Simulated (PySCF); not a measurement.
C₆H₁₂S.
Numbering: `[SH:1][CH:2]1[CH2:3][CH2:4][CH2:5][CH2:6][CH2:7]1` (hydrogens: H8 on S1; H9 on C2; H10, H11 on C3; H12, H13 on C4; H14, H15 on C5; H16, H17 on C6; H18, H19 on C7)

The same species was optimised twice, with GFN2-xTB and with PBE0-D3(BJ)/def2-SVP (PySCF), and the same property calculations (PySCF, gas phase) were run on both structures.

| coordinate | GFN2-xTB | PBE0-D3(BJ)/def2-SVP | change |
| --- | --- | --- | --- |
| S1–C2 (Å) | 1.844 | 1.828 | -0.016 |
| C2–C3 (Å) | 1.522 | 1.527 | +0.005 |
| C2–C7 (Å) | 1.522 | 1.525 | +0.003 |
| C6–C7 (Å) | 1.528 | 1.527 | -0.001 |
| C5–C6 (Å) | 1.526 | 1.525 | -0.001 |
| C4–C5 (Å) | 1.526 | 1.525 | -0.001 |
| C3–C4 (Å) | 1.526 | 1.526 | 0.000 |
| S1–C2–C7 (°) | 110.8 | 112.6 | +1.8 |
| C2–C7–C6 (°) | 110.0 | 111.3 | +1.3 |
| C3–C4–C5 (°) | 110.5 | 111.6 | +1.1 |
| C2–C3–C4 (°) | 110.2 | 111.2 | +1.0 |
| C4–C5–C6 (°) | 110.4 | 111.2 | +0.8 |
| C5–C6–C7 (°) | 110.6 | 111.4 | +0.8 |
| S1–C2–C3 (°) | 108.1 | 107.8 | -0.3 |
| C3–C2–C7 (°) | 110.8 | 111.1 | +0.3 |

Rotational constants: A = 4285, B = 1416, C = 1143 MHz (GFN2-xTB) against A = 4253, B = 1410, C = 1134 MHz (PBE0-D3(BJ)/def2-SVP).

On the GFN2-xTB structure: HOMO (eV) -6.66 [PBE0/pcSseg-1]; LUMO (eV) 0.66 [PBE0/pcSseg-1]; dipole (D) 1.96 [PBE0/pcSseg-1]; GIAO shielding of S1 (ppm) 535.7 [PBE0/pcSseg-1]; GIAO shielding of C2 (ppm) 141.5 [PBE0/pcSseg-1]; GIAO shielding of C3/C7 (mean) (ppm) 147.0 [PBE0/pcSseg-1]; GIAO shielding of C4/C6 (mean) (ppm) 156.4 [PBE0/pcSseg-1]; GIAO shielding of C5 (ppm) 157.7 [PBE0/pcSseg-1].

Task: What do these properties become on the PBE0-D3(BJ)/def2-SVP structure?

Result: 
| property | level | on GFN2-xTB | on PBE0-D3(BJ)/def2-SVP | change |
| --- | --- | --- | --- | --- |
| HOMO (eV) | PBE0/pcSseg-1 | -6.66 | -6.69 | -0.03 |
| LUMO (eV) | PBE0/pcSseg-1 | 0.66 | 0.61 | -0.05 |
| dipole (D) | PBE0/pcSseg-1 | 1.96 | 1.90 | -0.06 |
| energy, GFN2-xTB geometry as zero (kcal/mol) | PBE0/pcSseg-1 | 0.0 | -0.7 | -0.7 |
| GIAO shielding of S1 (ppm) | PBE0/pcSseg-1 | 535.7 | 534.2 | -1.5 |
| GIAO shielding of C2 (ppm) | PBE0/pcSseg-1 | 141.5 | 142.0 | +0.5 |
| GIAO shielding of C3/C7 (mean) (ppm) | PBE0/pcSseg-1 | 147.0 | 146.2 | -0.8 |
| GIAO shielding of C4/C6 (mean) (ppm) | PBE0/pcSseg-1 | 156.4 | 155.7 | -0.7 |
| GIAO shielding of C5 (ppm) | PBE0/pcSseg-1 | 157.7 | 157.1 | -0.6 |

The heavy atoms differ by 0.017 Å rms after alignment. Among bonds between heavy atoms S1–C2 changes most (-0.016 Å). Changes are differences of the printed values. Neither structure is proved a minimum here.
